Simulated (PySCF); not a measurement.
CH6OSi2, SMILES O=C[SiH2][SiH3].

Geometry optimised at B3LYP-D3(BJ)/def2-SVP. The values are those of a single conformer.

Calculation: PBE/def2-TZVP run with PySCF.

Isolated molecule, no solvent.

Problem. Estimate the frontier levels, gap, dipole moment and polarisability. (Estimate from the structure and the level; the computed values follow.)

Solution. 
```yaml
highest_occupied_level: -5.68 eV
lowest_empty_level: -2.91 eV
orbital_gap: 2.77 eV
dipole_moment: 1.96 D
quadrupole, principal values (traceless, Buckingham form, about the centre of nuclear charge): -7.61, 2.50, 5.10 D·Å
mean_static_polarisability: 77.7 bohr³ (11.52 Å³)
polarisability_principal_values: 67.1, 72.7, 93.3 bohr³
```
